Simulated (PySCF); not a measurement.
C₂H (SMILES [C]#C), doublet, at a GFN2-xTB geometry; M06/STO-3G run with PySCF.

The PySCF input:
```python
from pyscf import gto, scf, dft

mol = gto.Mole()
mol.atom = '''
    C    -0.000000   -0.000000   -0.468661
    C     0.000000    0.000000    0.723271
    H    -0.000000   -0.000000   -1.527659
'''
mol.basis = 'sto-3g'
mol.charge = 0
mol.spin = 1
mol.verbose = 5
mol.build()

mf = dft.UKS(mol)
mf.xc = 'm06'
mf.grids.atom_grid = (50, 194)
mf.kernel()
```

Output, abridged:

```
PySCF version 2.14.0

[INPUT] verbose = 5
[INPUT] max_memory = 4000
[INPUT] num. atoms = 3
[INPUT] num. electrons = 13
[INPUT] charge = 0
[INPUT] spin (= nelec alpha-beta = 2S) = 1
[INPUT] symmetry False subgroup None
[INPUT] Mole.unit = angstrom
[INPUT] Symbol           X                Y                Z      unit          X                Y                Z       unit  Magmom
[...]
[INPUT] ---------------- BASIS SET ----------------
[INPUT] l, kappa, [nprim/nctr], expnt,             c_1 c_2 ...
[INPUT] C
[...]
                                13.045096         0.53532814
                                3.5305122         0.44463454
[...]
                                0.6834831         0.39951283
                                0.2222899         0.70011547
[...]
                                0.6834831         0.60768372
                                0.2222899         0.39195739
[INPUT] H
[...]
                                0.62391373        0.53532814
                                0.1688554         0.44463454

nuclear repulsion = 20.3915068719318
number of shells = 7
number of NR pGTOs = 33
number of NR cGTOs = 11
basis = sto-3g
ecp = {}

******** <class 'pyscf.dft.uks.UKS'> ********
method = UKS
initial guess = minao
damping factor = 0
level_shift factor = 0
DIIS = <class 'pyscf.scf.diis.CDIIS'>
diis_start_cycle = 1
diis_space = 8
diis_damp = 0
SCF conv_tol = 1e-09
SCF conv_tol_grad = None
SCF max_cycles = 50
direct_scf = True
direct_scf_tol = 1e-13
number electrons alpha = 7  beta = 6
XC library pyscf.dft.libxc version 7.1.2
    S. Lehtola, C. Steigemann, M. J. T. Oliveira, and M. A. L. Marques,  SoftwareX 7, 1–5 (2018)
XC functionals = m06
    Y. Zhao and D. G. Truhlar,  Theor. Chem. Acc. 120, 215 (2008)
    Y. Zhao and D. G. Truhlar,  Theor. Chem. Acc. 120, 215 (2008)
radial grids:
    Treutler-Ahlrichs [JCP 102, 346 (1995); DOI:10.1063/1.469408] (M4) radial grids

becke partition: Becke, JCP 88, 2547 (1988); DOI:10.1063/1.454033
pruning grids: <function nwchem_prune>
grids dens level: 3
symmetrized grids: False
atomic radii adjust function: <function treutler_atomic_radii_adjust>
User specified grid scheme (50, 194)
small_rho_cutoff = 0
Set gradient conv threshold to 3.16228e-05
atom C rad-grids = 50, ang-grids = [ 50  50  50  50  50  50  50  50  50  50  50  50  50  50  50  86  86  86
  86  86  86 170 170 170 170 170 194 194 194 194 194 194 194 194 194 194
 194 194 194 170 170 170 170 170 170 170 170 170 170 170]
atom H rad-grids = 50, ang-grids = [ 50  50  50  50  50  50  50  50  50  50  50  50  50  50  50  86  86  86
  86 170 170 170 170 170 194 194 194 194 194 194 194 194 194 194 194 194
 194 170 170 170 170 170 170 170 170 170 170 170 170 170]
tot_boxes 1053, boxes in each direction [ 7  7 11]
Padding 4 grids
tot grids = 19696
nelec by numeric integration = [6.45455861 6.45455861]
E1 = -141.5851453783277  E2 = 45.39409525088739  Ecoul = 56.50649763605621  Exc = -11.112402385168817
init E= -75.7995432555085
cond(S) = 15.20387769929437

  alpha mo_energy =
[-10.10055859 -10.07033416  -0.85175974  -0.52401542  -0.26780843
  -0.26780843  -0.24726545   0.11514861   0.11514861   0.3514157
   0.95189334]
  beta  mo_energy =
[-10.10055859 -10.07033416  -0.85175974  -0.52401542  -0.26780843
  -0.26780843  -0.24726545   0.11514861   0.11514861   0.3514157
   0.95189334]
multiplicity <S^2> = 0.75  2S+1 = 2
nelec by numeric integration = [6.99999781 5.99999793]
E1 = -142.04687583970738  E2 = 46.108196659350256  Ecoul = 57.20479644983529  Exc = -11.09659979048504
cycle= 1 E= -75.5471723084253  delta_E= 0.252  |g|= 0.109  |ddm|= 1.89
  alpha mo_energy =
[-10.09832872  -9.99375423  -0.70968941  -0.50477842  -0.31808282
  -0.25911912  -0.25911912   0.17376437   0.17376437   0.37926423
   0.99815363]
  beta  mo_energy =
[-10.08274507  -9.99047244  -0.68885829  -0.48614773  -0.23379216
  -0.23379216  -0.10514416   0.19980809   0.19980809   0.39445321
   1.04380614]
multiplicity <S^2> = 0.75385775  2S+1 = 2.003854
[...]
E1 = -141.88840421754378  E2 = 45.9375226773051  Ecoul = 57.026566453173295  Exc = -11.0890437758682
cycle= 4 E= -75.5593746683069  delta_E= -0.00179  |g|= 0.0108  |ddm|= 0.0672
  alpha mo_energy =
[-10.07214272 -10.06251281  -0.71924574  -0.51199646  -0.31410506
  -0.26874932  -0.26874932   0.16341434   0.16341434   0.37476054
   0.98363307]
  beta  mo_energy =
[-10.06225196 -10.05291075  -0.70289659  -0.50248885  -0.24582313
  -0.24582313  -0.17260382   0.19255401   0.19255401   0.37912875
   1.00076558]
multiplicity <S^2> = 0.77147653  2S+1 = 2.0213624
nelec by numeric integration = [6.99999786 5.999998  ]
E1 = -141.89148702405097  E2 = 45.94023983956302  Ecoul = 57.03153727973225  Exc = -11.091297440169228
cycle= 5 E= -75.5597403125561  delta_E= -0.000366  |g|= 0.00512  |ddm|= 0.0392
  alpha mo_energy =
[-10.07170829 -10.06046806  -0.71801857  -0.5109284   -0.31517224
  -0.26814334  -0.26814334   0.16493027   0.16493027   0.37544253
   0.98428777]
  beta  mo_energy =
[-10.06144478 -10.05120062  -0.702599    -0.50252784  -0.24570064
  -0.24570064  -0.17724458   0.19393714   0.19393714   0.37865709
   0.99922295]
multiplicity <S^2> = 0.78415589  2S+1 = 2.0338691
nelec by numeric integration = [6.99999785 5.999998  ]
E1 = -141.89001050099526  E2 = 45.938623334261536  Ecoul = 57.032465898783315  Exc = -11.093842564521783
cycle= 6 E= -75.5598802948019  delta_E= -0.00014  |g|= 0.000755  |ddm|= 0.0417
  alpha mo_energy =
[-10.07211218 -10.06079425  -0.71832192  -0.51093489  -0.31542268
  -0.26831185  -0.26831185   0.16481378   0.16481378   0.37559248
   0.98406027]
  beta  mo_energy =
[-10.06187516 -10.05152164  -0.70293118  -0.5024789   -0.24596955
  -0.24596955  -0.17498727   0.19370458   0.19370458   0.37885714
   0.9995015 ]
multiplicity <S^2> = 0.78509064  2S+1 = 2.0347881
nelec by numeric integration = [6.99999785 5.999998  ]
E1 = -141.89138657766253  E2 = 45.93999830481289  Ecoul = 57.034135824798575  Exc = -11.094137519985688
cycle= 7 E= -75.5598814009178  delta_E= -1.11e-06  |g|= 0.000144  |ddm|= 0.00315
  alpha mo_energy =
[-10.07202254 -10.0607113   -0.71825542  -0.51094278  -0.31539612
  -0.26824345  -0.26824345   0.16486824   0.16486824   0.37560502
   0.98414002]
  beta  mo_energy =
[-10.06180824 -10.05143023  -0.70289349  -0.50246446  -0.24593263
  -0.24593263  -0.17534973   0.19374049   0.19374049   0.37877514
   0.99936475]
multiplicity <S^2> = 0.78510886  2S+1 = 2.034806
nelec by numeric integration = [6.99999785 5.999998  ]
E1 = -141.89122922212604  E2 = 45.93984092138258  Ecoul = 57.03397237810289  Exc = -11.094131456720307
cycle= 8 E= -75.5598814288116  delta_E= -2.79e-08  |g|= 1.87e-05  |ddm|= 0.000379
  alpha mo_energy =
[-10.0720281  -10.06071888  -0.71825905  -0.51095087  -0.31539323
  -0.26824841  -0.26824841   0.1648666    0.1648666    0.37561515
   0.98414626]
  beta  mo_energy =
[-10.06181671 -10.05143888  -0.70289738  -0.5024637   -0.24593906
  -0.24593906  -0.17529959   0.19373334   0.19373334   0.37877485
   0.99937497]
multiplicity <S^2> = 0.78509684  2S+1 = 2.0347942
nelec by numeric integration = [6.99999785 5.999998  ]
E1 = -141.89123611153167  E2 = 45.939847810241496  Ecoul = 57.03397766863812  Exc = -11.094129858396625
cycle= 9 E= -75.5598814293583  delta_E= -5.47e-10  |g|= 1.8e-06  |ddm|= 6.47e-05
  alpha mo_energy =
[-10.0720298  -10.06071778  -0.71825935  -0.51095014  -0.31539418
  -0.26824872  -0.26824872   0.16486656   0.16486656   0.37561567
   0.98414605]
  beta  mo_energy =
[-10.06181565 -10.05144058  -0.7028975   -0.50246324  -0.24593923
  -0.24593923  -0.17530076   0.19373309   0.19373309   0.37877521
   0.99937495]
multiplicity <S^2> = 0.78509688  2S+1 = 2.0347942
nelec by numeric integration = [6.99999785 5.999998  ]
E1 = -141.89123331174258  E2 = 45.93984501045844  Ecoul = 57.03397469941346  Exc = -11.094129688955025
Extra cycle  E= -75.5598814293523  delta_E= 6.03e-12  |g|= 3.75e-06  |ddm|= 5.63e-06
converged SCF energy = -75.5598814293523  <S^2> = 0.78509688  2S+1 = 2.0347942
```
